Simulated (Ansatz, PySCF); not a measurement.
This PySCF input computes a PBE/def2-TZVPD energy:

```python
from pyscf import gto, scf, dft

mol = gto.M(
    atom='''
    Si   -0.56981430   -0.02181329    0.08145698
    N     1.12697520    0.05923931   -0.21112593
    H    -1.13323203    1.33097718   -0.13339325
    H    -1.15113505   -0.98739093   -0.87946352
    H    -0.97257916   -0.45818568    1.44712261
    H     1.67885888    0.79243351    0.20576627
    H     1.66666114   -0.78712318   -0.30254830
    ''',
    basis='def2-tzvpd',
    charge=0,
    spin=0,
    verbose=4,
)

mf = dft.RKS(mol, xc='pbe').density_fit(auxbasis='def2-universal-jkfit')
mf.grids.level = 3
mf.conv_tol = 1e-9
mf.max_cycle = 100
mf.max_memory = 1500
mf.kernel()
if not mf.converged:
    mf = mf.newton()
    mf.kernel(mf.make_rdm1())
mf.analyze()
```

Task: Write an input for the same energy in Ansatz (a quantum-chemistry and plane-wave program) and say what it gives.

Result: 
Ansatz 0.2 input:
```yaml
crystal:
  periodic: [false, false, false]
  atoms:
    - {symbol: Si, position_ang: [-0.56981430, -0.02181329, 0.08145698]}
    - {symbol: N, position_ang: [1.12697520, 0.05923931, -0.21112593]}
    - {symbol: H, position_ang: [-1.13323203, 1.33097718, -0.13339325]}
    - {symbol: H, position_ang: [-1.15113505, -0.98739093, -0.87946352]}
    - {symbol: H, position_ang: [-0.97257916, -0.45818568, 1.44712261]}
    - {symbol: H, position_ang: [1.67885888, 0.79243351, 0.20576627]}
    - {symbol: H, position_ang: [1.66666114, -0.78712318, -0.30254830]}
basis:
  gaussian:
    orbitals: def2-TZVPD
hamiltonian:
  xc: {name: PBE}
output: {forces: true}
```
It gives -347.07034 Eh, and PySCF -347.07041 Eh, a difference of 0.07 mEh, from the treatment of integrals and grids.
